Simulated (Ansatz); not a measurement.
Reaction (hydrogenolysis of the Si–O bond): `CO[SiH](C)N` + H₂ → `C[SiH2]N` + CH₃OH

Gas-phase electronic energies from Ansatz, PBE0-D4/def2-TZVP geometries. CCSD(T)/CBS is the MP2 limit (def2-TZVPP, def2-QZVPP) plus CCSD(T) − MP2 in def2-TZVPP, frozen cores. This one scheme is used for every species. Functionals use def2-TZVPP. B3LYP here is the variant with VWN-RPA as its local correlation; programs differ in this. Each species was taken in one conformer, which may not be the lowest.

`CO[SiH](C)N`:

Cartesian coordinates in Å:
```
C -1.111 0.721 1.521
O -1.368 -0.144 0.445
Si -0.196 -0.679 -0.587
C 0.582 0.744 -1.503
N 1.075 -1.534 0.172
H -0.855 1.730 1.177
H -0.292 0.352 2.151
H -2.011 0.789 2.135
H -0.953 -1.594 -1.472
H -0.185 1.369 -1.966
H 1.248 0.382 -2.290
H 1.169 1.380 -0.834
H 0.941 -2.410 0.648
H 1.954 -1.106 0.403
```

H₂:

Z-matrix (Å, degrees):
```
H
H 1 0.746
```

`C[SiH2]N`:

Cartesian coordinates in Å:
```
C -0.212 -1.371 0.184
Si -0.257 0.485 0.421
N 0.595 1.425 -0.740
H -0.781 -1.872 0.972
H 0.814 -1.748 0.218
H -0.645 -1.656 -0.778
H 0.331 0.803 1.752
H -1.678 0.929 0.379
H 1.601 1.458 -0.737
H 0.231 1.547 -1.671
```

CH₃OH:

```xyz
6

C     0.133   -0.275    0.184
O     0.159    0.921   -0.562
H     1.167   -0.522    0.428
H    -0.293   -1.112   -0.383
H    -0.423   -0.169    1.124
H    -0.742    1.157   -0.790
```

```json
{"level": "PBE-D4", "ΔE (kcal/mol)": "21.3", "difference from CCSD(T)/CBS": "-1.6"}
{"level": "r2SCAN-D4", "ΔE (kcal/mol)": "23.7", "difference from CCSD(T)/CBS": "0.8"}
{"level": "PBE0-D4", "ΔE (kcal/mol)": "21.2", "difference from CCSD(T)/CBS": "-1.7"}
{"level": "B3LYP-D4", "ΔE (kcal/mol)": "23.2", "difference from CCSD(T)/CBS": "0.3"}
{"level": "ωB97M-V", "ΔE (kcal/mol)": "23.1", "difference from CCSD(T)/CBS": "0.2"}
{"level": "B2PLYP", "ΔE (kcal/mol)": "21.9", "difference from CCSD(T)/CBS": "-1.0"}
{"level": "PBE", "ΔE (kcal/mol)": "19.3", "difference from CCSD(T)/CBS": "-3.6"}
{"level": "r2SCAN", "ΔE (kcal/mol)": "23.1", "difference from CCSD(T)/CBS": "0.2"}
{"level": "PBE0", "ΔE (kcal/mol)": "19.4", "difference from CCSD(T)/CBS": "-3.5"}
{"level": "B3LYP", "ΔE (kcal/mol)": "20.1", "difference from CCSD(T)/CBS": "-2.8"}
{"level": "SCS-MP2/def2-TZVPP", "ΔE (kcal/mol)": "22.9", "difference from CCSD(T)/CBS": "0.0"}
{"level": "CCSD/def2-TZVPP", "ΔE (kcal/mol)": "21.7", "difference from CCSD(T)/CBS": "-1.2"}
{"level": "CCSD(T)/def2-TZVPP", "ΔE (kcal/mol)": "22.5", "difference from CCSD(T)/CBS": "-0.4"}
{"level": "HF/def2-QZVPP", "ΔE (kcal/mol)": "19.5", "difference from CCSD(T)/CBS": "-3.4"}
{"level": "MP2/def2-QZVPP", "ΔE (kcal/mol)": "24.4", "difference from CCSD(T)/CBS": "1.5"}
{"level": "HF/CBS(def2)", "ΔE (kcal/mol)": "19.5", "difference from CCSD(T)/CBS": "-3.4"}
{"level": "CCSD(T)/CBS", "ΔE (kcal/mol)": "22.9", "difference from CCSD(T)/CBS": "0"}
```

Largest T1 diagnostic among the species: 0.010.

The D4 term adds +3.1 kcal/mol with B3LYP and +1.7 kcal/mol with PBE0; it sums over pairs of atoms, weighted by their polarisabilities, and B3LYP, whose exchange is more repulsive, gets the larger term. In def2-TZVPP, CCSD(T) changes the Hartree–Fock value by +3.2 kcal/mol (the triples alone add +0.8 kcal/mol) and MP2 by +4.9 kcal/mol.
